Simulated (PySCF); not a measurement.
First SCF of a structure search on singlet Te3, at a hand-made linear chain geometry. PySCF input:

```python
from pyscf import gto, scf, dft
mol = gto.M(atom='''
Te     0.000000     0.000000     0.000000
Te     0.000000     0.000000     2.584000
Te     0.000000     0.000000    -2.584000''',
    basis={'Te': 'def2-TZVP'},
    ecp={'Te': 'def2-TZVP'},
    charge=0, spin=0)
mf = dft.RKS(mol, xc='PBE')
mf.grids.atom_grid = (50, 194)
aux = {'Te': 'def2-universal-JKFIT'}
mf = mf.density_fit(auxbasis=aux)
mf.conv_tol = 1e-08
mf.diis_space = 10
mf.max_cycle = 60
mf.init_guess = 'huckel'
mf.verbose = 4
mf.kernel()
```

Excerpt of the output (cycles and frontier levels); where DIIS stalls, ADIIS, DIIS with a small level shift and a second-order solver take over in turn:

```
init E= -803.736485712031
  HOMO = -0.263376798899809  LUMO = -0.246050829266262  gap/eV = 0.47146
cycle= 1 E= -803.165615499816  delta_E= 0.571  |g|= 1.78  |ddm|=  4.6
  HOMO = -0.0284750617212834  LUMO = 0.013548558762789  gap/eV = 1.14352
cycle= 2 E= -799.89317433696  delta_E= 3.27  |g|= 3.64  |ddm|= 6.72
  HOMO = -0.153331431391051  LUMO = -0.149935211608202  gap/eV = 0.09242
cycle= 3 E= -804.004014990478  delta_E= -4.11  |g|= 0.296  |ddm|= 5.31
  HOMO = -0.206096565474684  LUMO = -0.186582057076707  gap/eV = 0.53102
cycle= 4 E= -804.024444054033  delta_E= -0.0204  |g|= 0.341  |ddm|= 3.07
  HOMO = -0.181391248627563  LUMO = -0.17616445839431  gap/eV = 0.14223
cycle= 5 E= -804.054327297091  delta_E= -0.0299  |g|= 0.142  |ddm|= 0.547
  HOMO = -0.179585397825339  LUMO = -0.175074376654245  gap/eV = 0.12275
cycle= 6 E= -804.058430617977  delta_E= -0.0041  |g|= 0.0868  |ddm|= 0.247
cycle= 7 E= -804.060961388847  delta_E= -0.00253  |g|= 0.0246  |ddm|= 0.121
... 45 lines left out ...
cycle= 52 E= -804.060298897594  delta_E= -0.00143  |g|= 0.0429  |ddm|= 0.256
cycle= 53 E= -804.060742728132  delta_E= -0.000444  |g|= 0.0285  |ddm|= 0.182
cycle= 54 E= -804.060643860228  delta_E= 9.89e-05  |g|= 0.0323  |ddm|= 0.173
cycle= 55 E= -804.06072720935  delta_E= -8.33e-05  |g|= 0.0293  |ddm|= 0.0349
cycle= 56 E= -804.059952740475  delta_E= 0.000774  |g|= 0.0512  |ddm|= 0.277
cycle= 57 E= -804.016225118888  delta_E= 0.0437  |g|= 0.213  |ddm|= 2.87
cycle= 58 E= -804.06004799062  delta_E= -0.0438  |g|= 0.0491  |ddm|= 2.91
cycle= 59 E= -804.059731220443  delta_E= 0.000317  |g|= 0.056  |ddm|= 0.655
cycle= 60 E= -804.033734152401  delta_E= 0.026  |g|= 0.208  |ddm|= 2.28
SCF not converged.
init E= -803.736485712031
  HOMO = -0.263376798899813  LUMO = -0.246050829266262  gap/eV = 0.47146
cycle= 1 E= -803.165615499815  delta_E= 0.571  |g|= 1.78  |ddm|=  4.6
  HOMO = -0.0284750617212977  LUMO = 0.013548558762837  gap/eV = 1.14352
cycle= 2 E= -799.893174336961  delta_E= 3.27  |g|= 3.64  |ddm|= 6.72
  HOMO = -0.134456696925438  LUMO = -0.121902605021313  gap/eV = 0.34161
cycle= 3 E= -803.538961540097  delta_E= -3.65  |g|= 1.14  |ddm|= 4.59
  HOMO = -0.164040865147983  LUMO = -0.162675925327957  gap/eV = 0.03714
cycle= 4 E= -803.925377625005  delta_E= -0.386  |g|= 0.52  |ddm|= 3.39
  HOMO = -0.21148326933139  LUMO = -0.192243727465567  gap/eV = 0.52353
cycle= 5 E= -804.020727415293  delta_E= -0.0953  |g|= 0.443  |ddm|= 3.13
  HOMO = -0.159995007891154  LUMO = -0.158725590438676  gap/eV = 0.03454
cycle= 6 E= -804.026733012568  delta_E= -0.00601  |g|= 0.375  |ddm|= 0.786
cycle= 7 E= -804.050501214513  delta_E= -0.0238  |g|= 0.183  |ddm|= 0.571
cycle= 8 E= -804.052398524095  delta_E= -0.0019  |g|= 0.15  |ddm|= 0.396
cycle= 9 E= -804.012674065042  delta_E= 0.0397  |g|= 0.241  |ddm|= 2.99
cycle= 10 E= -804.015019634785  delta_E= -0.00235  |g|= 0.223  |ddm|= 2.55
  HOMO = -0.172519286212088  LUMO = -0.171411629211111  gap/eV = 0.03014
cycle= 11 E= -804.06077112515  delta_E= -0.0458  |g|= 0.0419  |ddm|= 2.96
cycle= 12 E= -804.017813457242  delta_E= 0.043  |g|=  0.2  |ddm|= 2.96
cycle= 13 E= -804.05999797647  delta_E= -0.0422  |g|= 0.0612  |ddm|= 2.98
cycle= 14 E= -804.016541106005  delta_E= 0.0435  |g|= 0.215  |ddm|= 2.92
cycle= 15 E= -804.044853452052  delta_E= -0.0283  |g|= 0.177  |ddm|=  2.7
cycle= 16 E= -804.038225839156  delta_E= 0.00663  |g|=  0.2  |ddm|= 2.84
cycle= 17 E= -804.015537006987  delta_E= 0.0227  |g|= 0.212  |ddm|= 2.77
cycle= 18 E= -804.05871729352  delta_E= -0.0432  |g|= 0.0817  |ddm|= 2.95
cycle= 19 E= -804.053765444847  delta_E= 0.00495  |g|= 0.128  |ddm|= 1.11
  HOMO = -0.174951693510498  LUMO = -0.169763420824982  gap/eV = 0.14118
cycle= 20 E= -804.032687387798  delta_E= 0.0211  |g|= 0.277  |ddm|= 1.85
SCF not converged.
init E= -804.032687387797
  HOMO = -0.168396940445342  LUMO = -0.0857221581024227  gap/eV = 2.24970
cycle= 1 E= -803.962606497772  delta_E= 0.0701  |g|= 0.579  |ddm|= 1.12
  HOMO = -0.16323596847187  LUMO = -0.0334236871885881  gap/eV = 3.53237
cycle= 2 E= -803.543809772267  delta_E= 0.419  |g|= 1.28  |ddm|= 2.32
  HOMO = -0.170534765665566  LUMO = -0.0791478082345807  gap/eV = 2.48677
cycle= 3 E= -804.002548089394  delta_E= -0.459  |g|= 0.356  |ddm|= 1.23
  HOMO = -0.171660563115795  LUMO = -0.0779521003094028  gap/eV = 2.54994
cycle= 4 E= -804.059356454784  delta_E= -0.0568  |g|= 0.0365  |ddm|= 0.464
  HOMO = -0.172410901430059  LUMO = -0.0745970751342331  gap/eV = 2.66165
cycle= 5 E= -804.060423714169  delta_E= -0.00107  |g|= 0.0287  |ddm|= 0.138
  HOMO = -0.172487549964017  LUMO = -0.0739774481652311  gap/eV = 2.68060
cycle= 6 E= -804.06058655022  delta_E= -0.000163  |g|= 0.0211  |ddm|= 0.0594
  HOMO = -0.172327018639796  LUMO = -0.0733521342799083  gap/eV = 2.69324
... 38 lines left out ...
cycle= 26 E= -804.06107597191  delta_E= -2.37e-07  |g|= 0.00379  |ddm|= 0.00242
  HOMO = -0.172361971307523  LUMO = -0.0730675664775607  gap/eV = 2.70194
cycle= 27 E= -804.061077463226  delta_E= -1.49e-06  |g|= 0.00334  |ddm|= 0.00275
  HOMO = -0.172363561965026  LUMO = -0.0730734832036917  gap/eV = 2.70182
cycle= 28 E= -804.061076638096  delta_E= 8.25e-07  |g|= 0.00423  |ddm|= 0.00139
  HOMO = -0.172365184324848  LUMO = -0.0730790080832092  gap/eV = 2.70171
cycle= 29 E= -804.061077817237  delta_E= -1.18e-06  |g|= 0.00375  |ddm|= 0.00189
  HOMO = -0.17236322740312  LUMO = -0.0730746073966837  gap/eV = 2.70178
cycle= 30 E= -804.061076830043  delta_E= 9.87e-07  |g|= 0.00452  |ddm|= 0.000858
SCF not converged.
macro= 0  E= -804.061087298504  delta_E= -1.04685e-05  |g|= 4.65582e-05  3 KF 10 JK
macro= 1  E= -804.061087298504  delta_E= -2.27374e-13  |g|= 1.69738e-05  1 KF 2 JK
macro X = 2  E=-804.061087298504  |g|= 1.69738e-05  total 5 KF 15 JK
converged SCF energy = -804.061087298504
```

No lower solution of this spin was found from smeared starts or by a stability analysis within the restricted form, which does not test spin polarisation.

The search for the lowest solution, 2 starts and the stability check together, took 46 s on 4 threads of a shared Arm Neoverse V2 host, with 150 basis functions; the process peaked at 0.48 GiB.
